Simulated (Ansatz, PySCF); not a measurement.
C$_{3}$H$_{9}$O$_{3}$Si (SMILES CO[Si](OC)OC), doublet, geometry from GFN2-xTB. Base run: PySCF with CASSCF(7,5)/STO-3G.

Here is a job for PySCF.
```python
from pyscf import gto, scf, mcscf
import numpy

mol = gto.Mole()
mol.atom = '''
    C    -0.655263    2.557938   -0.307529
    O     0.236417    1.501152   -0.116397
    Si   -0.073210    0.011498    0.473139
    O     1.194980   -0.941588    0.091286
    C     2.555199   -0.682740    0.267986
    O    -1.378613   -0.567853   -0.316015
    C    -1.834703   -1.885444   -0.382046
    H    -1.581915    2.209517   -0.765850
    H    -0.888627    3.035701    0.647418
    H    -0.172008    3.282907   -0.964002
    H     2.833652   -0.812705    1.316896
    H     3.109166   -1.397175   -0.342566
    H     2.803212    0.333479   -0.041739
    H    -2.548592   -1.946758   -1.204648
    H    -1.009534   -2.576254   -0.560983
    H    -2.334081   -2.161893    0.550069
'''
mol.basis = 'sto-3g'
mol.charge = 0
mol.spin = 1
mol.verbose = 4
mol.build()

mf = scf.ROHF(mol)
mf.kernel()
mc = mcscf.CASSCF(mf, 5, 7)
mc.fix_spin_(ss=0.75)
mc.kernel()
occ = numpy.linalg.eigvalsh(mc.fcisolver.make_rdm1(mc.ci, mc.ncas, mc.nelecas))[::-1]
ss = mc.fcisolver.spin_square(mc.ci, mc.ncas, mc.nelecas)[0]
print('natural occupations', occ.round(4), ' <S^2>', round(ss, 4))
```

Programs used: Ansatz (a first-principles code), PySCF; a row that names a program was run with it.

The base run was repeated with changes; each row names its change, and settings that it needs were set with it.

```csv
change,ΔE vs base (mEh),natural occupations,<S^2> of the state,outcome
base,0.000,2.00 1.99 1.98 1.00 0.02,0.75,converged
orbitals = fixed (CASCI); correction = SC-NEVPT2,-272.3,2.00 2.00 2.00 1.00 0.00,0.75,converged
"active space = 9 electrons, 9 orbitals",-58.220,1.99 1.98 1.98 1.98 1.00 0.02 0.02 0.02 0.02,0.75,converged
correction = SC-NEVPT2,-273.3,2.00 1.99 1.98 1.00 0.02,0.75,converged
solver = newton,0.000,2.00 1.99 1.98 1.00 0.02,0.75,converged
"active space = 5 electrons, 6 orbitals",-21.571,1.98 1.98 1.00 0.02 0.02 0.00,0.75,converged
state_average = 2 states,6.480,-,-,converged
orbitals = fixed (CASCI),15.123,2.00 2.00 2.00 1.00 0.00,0.75,converged
"active space = 7 electrons, 8 orbitals",-34.594,1.99 1.98 1.98 1.00 0.02 0.02 0.01 0.00,0.75,converged
"active space = 7 electrons, 7 orbitals",-,-,-,not converged
code = ansatz,0.032,-,-,converged
```

Active orbitals are taken around the Fermi level unless the row says otherwise; CASSCF can end in different local minima, and two programs can end on different orbitals. State-averaged rows give the lowest state.

Open shells are given as the SCF converged; they aren't shown to be the lowest states, and a large step between rows can be another state.
